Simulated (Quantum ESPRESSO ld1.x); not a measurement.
Question: Os IV, configuration [Xe] 4f14 5d5. Calculated with ld1.x of Quantum ESPRESSO 7.5: Dirac Kohn-Sham, PW91, spin-unpolarised, spherical densities, point nucleus; open shells fill j = l - 1/2 first.

Spin-orbit splittings of the eigenvalues, e(l+1/2) - e(l-1/2), with zeta = 2 splitting/(2l+1) and mean radii in bohr:

| shell | occ. | splitting (eV) | zeta (eV) | <r> j=l-1/2 | <r> j=l+1/2 |
|---|---|---|---|---|---|
| 2p | 6 | 1532 | 1021 | 0.06130 | 0.06949 |
| 3p | 6 | 334.1 | 222.7 | 0.1835 | 0.1986 |
| 3d | 10 | 72.35 | 28.94 | 0.1734 | 0.1781 |
| 4p | 6 | 78.49 | 52.33 | 0.4357 | 0.4693 |
| 4d | 10 | 14.54 | 5.814 | 0.4824 | 0.4938 |
| 4f | 14 | 2.808 | 0.8024 | 0.5520 | 0.5601 |
| 5p | 6 | 12.39 | 8.260 | 1.094 | 1.190 |
| 5d | 5 | ? | ? | 1.588 | 1.634 |

Estimate the 5d splitting.

Answer: 1.265 eV (zeta = 0.5059 eV).
